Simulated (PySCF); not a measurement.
PySCF input (PBE0/pcSseg-2):

```python
import numpy as np, basis_set_exchange as bse
from pyscf import gto, scf, dft, df
from pyscf.prop.nmr import rks as nmr

basis = {'Al': gto.basis.parse(bse.get_basis('pcSseg-2', elements=['Al'], fmt='nwchem')), 'F': gto.basis.parse(bse.get_basis('pcSseg-2', elements=['F'], fmt='nwchem')), 'H': gto.basis.parse(bse.get_basis('pcSseg-2', elements=['H'], fmt='nwchem')), 'O': gto.basis.parse(bse.get_basis('pcSseg-2', elements=['O'], fmt='nwchem'))}
mol = gto.M(
    atom='''
    Al   -0.00653357    0.01315504   -0.00794229
    F    -1.39024871   -0.84274989   -0.23757517
    F     0.07204872    1.54413220   -0.58607768
    O     1.32366063   -0.62215038    0.79430802
    H     1.35945132   -1.50625337    1.16166128
    ''',
    basis=basis,
    charge=0,
    verbose=4,
    max_memory=7359,
)
mf = dft.RKS(mol, xc='pbe0')
mf.grids.level = 3
mf.conv_tol = 1e-9
mf.max_cycle = 100
print('smallest overlap eigenvalue', np.linalg.eigvalsh(mol.intor('int1e_ovlp'))[0])
mf.kernel()
dip = mf.dip_moment()
n = nmr.NMR(mf)
n.verbose = 2
n.max_cycle_cphf = 60
sigma = n.kernel()
for i, x in enumerate(sigma):
    print(mol.atom_symbol(i), i + 1, round(x.trace() / 3, 3))
```

Output:

```
PySCF version 2.14.0

[INPUT] verbose = 4
[INPUT] num. atoms = 5
[INPUT] num. electrons = 40
[INPUT] charge = 0
[INPUT] spin (= nelec alpha-beta = 2S) = 0
[INPUT] symmetry False subgroup None
[INPUT] Mole.unit = angstrom
[INPUT] Symbol           X                Y                Z      unit          X                Y                Z       unit  Magmom
[INPUT]  1 Al    -0.006533570000   0.013155040000  -0.007942290000 AA   -0.012346657916   0.024859422758  -0.015008752902 Bohr   0.0
[INPUT]  2 F     -1.390248710000  -0.842749890000  -0.237575170000 AA   -2.627189306930  -1.592566483607  -0.448952005297 Bohr   0.0
[INPUT]  3 F      0.072048720000   1.544132200000  -0.586077680000 AA    0.136152348425   2.917986958122  -1.107526302920 Bohr   0.0
[INPUT]  4 O      1.323660630000  -0.622150380000   0.794308020000 AA    2.501356072569  -1.175693826494   1.501024616346 Bohr   0.0
[INPUT]  5 H      1.359451320000  -1.506253370000   1.161661280000 AA    2.568990674478  -2.846406343503   2.195221668712 Bohr   0.0

nuclear repulsion = 159.997624443302
number of shells = 57
number of NR pGTOs = 232
number of NR cGTOs = 165
basis = {'Al': [[0, [83927.4, 0.000242074], [12580.4, 0.00187754], [2863.21, 0.00977428], [810.706, 0.0398312], [264.112, 0.130207], [94.9268, 0.318113], [36.4995, 0.5], [14.2827, 0.331638]], [0, [76.0843, -0.0355976], [22.8714, -0.157459], [3.92618, 0.5]], [0, [1.85489, 0.5], [0.827606, 0.302793]], [0, [0.180476, 1.0]], [0, [0.0638966, 1.0]], [1, [3789.74, 0.000180338], [583.037, 0.00357843], [138.324, 0.0305449], [44.3025, 0.152119], [16.233, 0.5]], [1, [6.52504, 1.0]], [1, [2.67993, 1.0]], [1, [1.08701, 1.0]], [1, [0.402501, 1.0]], [1, [0.135831, 1.0]], [1, [0.0424048, 1.0]], [2, [1.47, 1.0]], [2, [0.33, 1.0]], [3, [0.48, 1.0]]], 'F': [[0, [17450.7, 0.000655972], [2617.68, 0.00506944], [595.857, 0.0259899], [168.651, 0.100353], [54.6654, 0.284095], [19.3717, 0.5], [7.06202, 0.370721]], [0, [13.1197, -0.101997], [1.45046, 0.5]], [0, [0.588255, 1.0]], [0, [0.22796, 1.0]], [1, [506.615, 0.0036947], [77.9407, 0.067342], [18.0425, 0.5]], [1, [5.42342, 1.0]], [1, [1.84876, 1.0]], [1, [0.617455, 1.0]], [1, [0.185496, 1.0]], [2, [2.8, 1.0]], [2, [0.8, 1.0]], [3, [1.2, 1.0]]], 'H': [[0, [75.4732, 0.00427821], [11.3575, 0.0328672], [2.60081, 0.159578], [0.735503, 0.5]], [0, [0.231761, 1.0]], [0, [0.0741675, 1.0]], [1, [9.6, 0.018154], [1.6, 0.5]], [1, [0.45, 1.0]], [2, [1.25, 1.0]]], 'O': [[0, [13588.7, 0.000665492], [2038.47, 0.00514222], [464.041, 0.0263472], [131.339, 0.1015], [42.534, 0.285877], [15.0429, 0.5], [5.46616, 0.368211]], [0, [10.0915, -0.100084], [1.10429, 0.5]], [0, [0.448082, 1.0]], [0, [0.175325, 1.0]], [1, [395.343, 0.00372569], [60.822, 0.0675195], [14.0332, 0.5]], [1, [4.18244, 1.0]], [1, [1.4249, 1.0]], [1, [0.478741, 1.0]], [1, [0.146257, 1.0]], [2, [2.2, 1.0]], [2, [0.65, 1.0]], [3, [1.1, 1.0]]]}
ecp = {}
smallest overlap eigenvalue 0.0035926064383793857

******** <class 'pyscf.dft.rks.RKS'> ********
method = RKS
initial guess = minao
damping factor = 0
level_shift factor = 0
DIIS = <class 'pyscf.scf.diis.CDIIS'>
diis_start_cycle = 1
diis_space = 8
diis_damp = 0
SCF conv_tol = 1e-09
SCF conv_tol_grad = None
SCF max_cycles = 100
direct_scf = True
direct_scf_tol = 1e-13
XC library pyscf.dft.libxc version 7.1.2
    S. Lehtola, C. Steigemann, M. J. T. Oliveira, and M. A. L. Marques,  SoftwareX 7, 1–5 (2018)
XC functionals = pbe0
    C. Adamo and V. Barone,  J. Chem. Phys. 110, 6158 (1999)
    M. Ernzerhof and G. E. Scuseria,  J. Chem. Phys. 110, 5029 (1999)
radial grids:
    Treutler-Ahlrichs [JCP 102, 346 (1995); DOI:10.1063/1.469408] (M4) radial grids

becke partition: Becke, JCP 88, 2547 (1988); DOI:10.1063/1.454033
pruning grids: <function nwchem_prune>
grids dens level: 3
symmetrized grids: False
atomic radii adjust function: <function treutler_atomic_radii_adjust>
small_rho_cutoff = 0
Set gradient conv threshold to 3.16228e-05
Initial guess from minao.
tot grids = 71600
init E= -517.929629324022
  HOMO = -0.469329036518909  LUMO = -0.108505732550832  gap/eV = 9.81850
cycle= 1 E= -517.706315864869  delta_E= 0.223  |g|= 1.11  |ddm|= 1.84
  HOMO = -0.212748121156674  LUMO = -0.0160007766798671  gap/eV = 5.35377
cycle= 2 E= -517.382969728604  delta_E= 0.323  |g|= 1.79  |ddm|= 1.18
  HOMO = -0.382070802241716  LUMO = -0.0445771750120514  gap/eV = 9.18367
cycle= 3 E= -517.90691471537  delta_E= -0.524  |g|= 0.0704  |ddm|= 0.754
  HOMO = -0.360312862199528  LUMO = -0.0420563792203765  gap/eV = 8.66020
cycle= 4 E= -517.907199898221  delta_E= -0.000285  |g|= 0.0664  |ddm|= 0.0539
  HOMO = -0.367249961334652  LUMO = -0.041884116272513  gap/eV = 8.85366
cycle= 5 E= -517.907878164427  delta_E= -0.000678  |g|= 0.00609  |ddm|= 0.0239
  HOMO = -0.367200880341624  LUMO = -0.0417059741715207  gap/eV = 8.85717
cycle= 6 E= -517.90788352401  delta_E= -5.36e-06  |g|= 0.00126  |ddm|= 0.00372
  HOMO = -0.367490265238201  LUMO = -0.0417664517841203  gap/eV = 8.86340
cycle= 7 E= -517.907883804859  delta_E= -2.81e-07  |g|= 0.000253  |ddm|= 0.000668
  HOMO = -0.367469573144414  LUMO = -0.0417528834070424  gap/eV = 8.86320
cycle= 8 E= -517.907883810867  delta_E= -6.01e-09  |g|= 0.000145  |ddm|= 0.000164
  HOMO = -0.367469996117258  LUMO = -0.0417517787658994  gap/eV = 8.86324
cycle= 9 E= -517.907883813783  delta_E= -2.92e-09  |g|= 2.23e-05  |ddm|= 5.53e-05
  HOMO = -0.367468458047108  LUMO = -0.041752681632957  gap/eV = 8.86318
cycle= 10 E= -517.907883813861  delta_E= -7.78e-11  |g|= 2.91e-06  |ddm|= 1.09e-05
  HOMO = -0.36746784107995  LUMO = -0.0417524579942565  gap/eV = 8.86317
Extra cycle  E= -517.90788381386  delta_E= 1.14e-12  |g|= 3.34e-06  |ddm|= 2.47e-06
converged SCF energy = -517.90788381386
Dipole moment(X, Y, Z, Debye):  0.51444, -1.75800,  0.91339
Al 1 489.225
F 2 381.899
F 3 394.502
O 4 325.073
H 5 29.958
```
